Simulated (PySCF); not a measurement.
Species: C7H5FO2.
Cartesian coordinates in Å at the PBE0-D3(BJ)/def2-TZVP level; atoms count from 1:
```
atom  x, y, z in Å
O1     2.6514   -1.2413   -0.5119
C2     2.0677   -0.2222   -0.2515
O3     2.7043    0.9494   -0.0837
C4     0.5994   -0.1122   -0.0823
C5    -0.1638   -1.2653   -0.2326
C6    -1.5382   -1.2046   -0.0822
C7    -2.1597   -0.0007    0.2170
C8    -1.3796    1.1312    0.3606
F9    -1.9755    2.2936    0.6477
C10   -0.0084    1.1030    0.2179
H11    3.6448    0.7671   -0.2141
H12    0.3393   -2.1946   -0.4664
H13   -2.1365   -2.1002   -0.1981
H14   -3.2332    0.0726    0.3394
H15    0.5710    2.0082    0.3379
```

The closed-shell ground state was solved at several levels (PySCF, density fitting, gas phase, non-relativistic). One conformer (not necessarily the lowest) at the PBE0-D3(BJ)/def2-TZVP geometry, without solvent, vibrations or thermal averaging.

```tsv
level	basis functions	HOMO (eV)	LUMO (eV)	gap (eV)	dipole (D)
KT3/pcSseg-2	430	-6.54	-2.55	3.99	0.73
PBE0/pcSseg-2	430	-7.60	-1.77	5.83	0.66
wB97X-D/pcSseg-2	430	-9.34	-0.04	9.30	0.63
```

Question: What might B97-2/pcSseg-2 (430 basis functions) give for the same quantities?

Answer: HOMO -7.34 eV, LUMO -1.80 eV, gap 5.54 eV, dipole 0.67 D.

Question: Over all these levels, which gives the widest orbital gap and which the narrowest?

Answer: wB97X-D/pcSseg-2 (range-separated hybrid) has the widest, 9.30 eV, and KT3/pcSseg-2 (GGA) the narrowest, 3.99 eV. From the narrowest to the widest the HOMO moves by -2.80 eV and the LUMO by +2.51 eV.

Question: In the pcSseg-2 basis, how does the gap go with the fixed share of exact exchange?

Answer: KT3 (0 %) 3.99 eV; B97-2 (21 %) 5.54 eV; PBE0 (25 %) 5.83 eV. Each rise in the share widens the gap here.

Question: How far do the dipole and the HOMO energy spread over the levels?

Answer: The dipole runs from 0.63 to 0.73 D (mean 0.67 D) and the HOMO from -9.34 to -6.54 eV.
